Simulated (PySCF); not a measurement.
Sn(Me)2(SiH3)2, SMILES [CH3][Sn]([CH3])([SiH3])[SiH3], singlet (GFN2-xTB optimised geometry):

```
17

C      1.335    -1.430    -0.227
Sn     0.673     0.661     0.000
C      1.347     1.577    -1.889
Si    -1.888     0.661     0.000
Si     2.034     1.696     1.907
H      0.881    -1.888    -1.099
H      1.066    -2.027     0.638
H      2.411    -1.485    -0.347
H      1.071     2.624    -1.945
H      0.908     1.072    -2.742
H      2.425     1.512    -1.987
H     -2.411    -0.025    -1.177
H     -2.397    -0.015     1.189
H     -2.402     2.027     0.000
H      2.161     0.754     3.014
H      3.374     2.059     1.457
H      1.380     2.900     2.410
```

Level of theory: PBE0/def2-SVP, def2 effective core potentials past Kr (PySCF).

Problem. What are the frontier orbital energies and the dipole moment?

Solution. HOMO-2 -7.80 eV, HOMO-1 -7.57 eV, HOMO -7.52 eV, LUMO -0.27 eV, LUMO+1 0.05 eV; dipole moment 0.46 D.
